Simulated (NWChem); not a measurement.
**Polarisability of AlCl**

```
Al
Cl 1 2.1469
```
Charge 0, spin multiplicity 1.

The numbers come from NWChem runs, not from measurements. The geometry was optimised at PBE0/def2-SVP, a minimum by its harmonic frequencies.

Basis set: aug-cc-pVDZ. Static limit.

The correlated methods keep 10 core orbitals frozen. B3LYP has NWChem's definition, with VWN1-RPA local correlation. The structure started from a generated list of species. Coupled-cluster values serve here as a point of comparison, not as the truth.

Question: For the isotropic polarisability, CCSD linear response gives 52.57 bohr³ and PBE gives 54.20 bohr³. What do BHandHLYP, B3LYP, HF give?

Answer: BHandHLYP: 51.94 bohr³; B3LYP: 52.92 bohr³; HF: 52.77 bohr³.
